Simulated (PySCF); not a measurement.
Job file and geometry (Å, from GFN2-xTB) of an NMR shielding run on triethylsilane ([SiH](CC)(CC)CC, C₆H₁₆Si), PySCF 2.14.0, density-fitted response routines, GIAO PBE0/pcSseg-1 NMR shielding, non-relativistic, gas phase; density fitting, a coarse starting grid and PySCF grid level 2 are the driver's defaults:

```
{"job": {"kind": "nmr", "xc": "PBE0", "basis": "pcSseg-1"}, "charge": 0, "multiplicity": 1}
C     -1.595203    -1.315202     0.904329
C     -0.461451    -0.442513     1.436609
Si     0.546179     0.431569     0.066500
C     -0.576897     1.578702    -0.965752
C     -1.260654     2.652942    -0.128602
C      1.350584    -0.849181    -1.097849
C      2.282814    -1.811478    -0.371634
H     -2.135363    -1.789027     1.723046
H     -2.303017    -0.720683     0.331123
H     -1.207785    -2.098324     0.256517
H      0.205622    -1.059115     2.041018
H     -0.878085     0.304669     2.113858
H      1.600766     1.233438     0.719042
H      0.014703     2.062143    -1.744565
H     -1.340632     0.994112    -1.481674
H     -1.905707     2.202209     0.621421
H     -1.869405     3.306679    -0.751525
H     -0.522018     3.263405     0.384890
H      1.915038    -0.330629    -1.874179
H      0.580757    -1.425323    -1.614337
H      2.746047    -2.508976    -1.067984
H      1.736608    -2.387209     0.371247
H      3.072348    -1.265225     0.138579
```

Q: What does the program print?

A: 
```
coarse grid: 18064 points
cycle   1  E = -527.1987787972  dE =  2.531e-01  |g| = 5.422e-01  |ddm| = 3.977e+00
cycle   2  E = -527.1761831924  dE =  2.260e-02  |g| = 6.233e-01  |ddm| = 9.806e-01
cycle   3  E = -527.2776545889  dE = -1.015e-01  |g| = 2.924e-02  |ddm| = 5.419e-01
cycle   4  E = -527.2778380601  dE = -1.835e-04  |g| = 1.139e-02  |ddm| = 4.463e-02
cycle   5  E = -527.2778673895  dE = -2.933e-05  |g| = 4.559e-03  |ddm| = 1.599e-02
cycle   6  E = -527.2778725357  dE = -5.146e-06  |g| = 6.172e-04  |ddm| = 4.219e-03
final grid: 165128 points
cycle   7  E = -527.3199715660  dE = -4.448e-05  |g| = 9.741e-03  |ddm| = 2.870e-02
cycle   8  E = -527.3199625783  dE =  8.988e-06  |g| = 1.144e-02  |ddm| = 1.703e-02
cycle   9  E = -527.3199961458  dE = -3.357e-05  |g| = 3.435e-04  |ddm| = 9.234e-03
cycle  10  E = -527.3199961658  dE = -1.995e-08  |g| = 1.347e-04  |ddm| = 4.505e-04
cycle  11  E = -527.3199961699  dE = -4.141e-09  |g| = 4.204e-05  |ddm| = 1.487e-04
cycle  12  E = -527.3199961703  dE = -4.254e-10  |g| = 7.034e-06  |ddm| = 4.411e-05
converged SCF energy = -527.3199961703

GIAO shielding tensors (ppm)
atom      isotropic    diamagn.    paramagn.     s11        s22        s33       span
  0 C      178.352     248.443     -70.091    173.635    174.011    187.409     13.774
  1 C      184.289     254.641     -70.352    173.981    180.884    198.002     24.021
  2 Si     355.767     883.123    -527.355    324.231    353.542    389.529     65.297
  3 C      180.524     255.001     -74.477    171.198    176.899    193.474     22.276
  4 C      176.271     246.585     -70.314    169.318    171.634    187.862     18.544
  5 C      180.518     255.000     -74.483    171.218    176.862    193.473     22.256
  6 C      176.272     246.586     -70.314    169.309    171.654    187.853     18.544
  7 H       30.393      29.069       1.324     25.142     27.428     38.607     13.465
  8 H       30.891      32.177      -1.286     25.603     30.562     36.508     10.905
  9 H       30.891      32.179      -1.288     25.600     30.567     36.505     10.905
 10 H       30.960      33.105      -2.145     26.912     28.657     37.311     10.399
 11 H       30.960      33.104      -2.144     26.910     28.660     37.309     10.398
 12 H       27.586      32.114      -4.528     24.522     25.838     32.396      7.874
 13 H       31.120      32.760      -1.640     25.450     30.394     37.517     12.067
 14 H       30.997      34.391      -3.394     27.145     29.992     35.854      8.710
 15 H       30.811      31.079      -0.268     25.315     31.021     36.096     10.781
 16 H       30.345      27.844       2.501     25.017     27.510     38.509     13.492
 17 H       30.825      29.777       1.048     26.266     28.913     37.297     11.030
 18 H       31.120      32.761      -1.641     25.450     30.394     37.516     12.066
 19 H       30.996      34.389      -3.393     27.143     29.991     35.854      8.711
 20 H       30.346      27.849       2.497     25.020     27.510     38.509     13.490
 21 H       30.811      31.084      -0.272     25.314     31.024     36.096     10.782
 22 H       30.823      29.777       1.046     26.265     28.910     37.295     11.031
```

Q: Turn these shieldings into chemical shifts. Referencing at the same level of theory: TMS for ¹³C (186.93 ppm) and ²⁹Si (349.16 ppm) and ¹H (31.72 ppm).

A: Averaging equivalent atoms: C 0/4/6: 10.0; C 1/3/5: 5.1; Si 2: -6.6; H 12: 4.13; H 7/8/9/15/16/17/20/21/22: 1.04; H 10/11/13/14/18/19: 0.69 ppm. 

Size and cost of the density-fitted run: 206 basis functions, 55 s wall time on 1 thread of an Arm Neoverse N1, shared host.
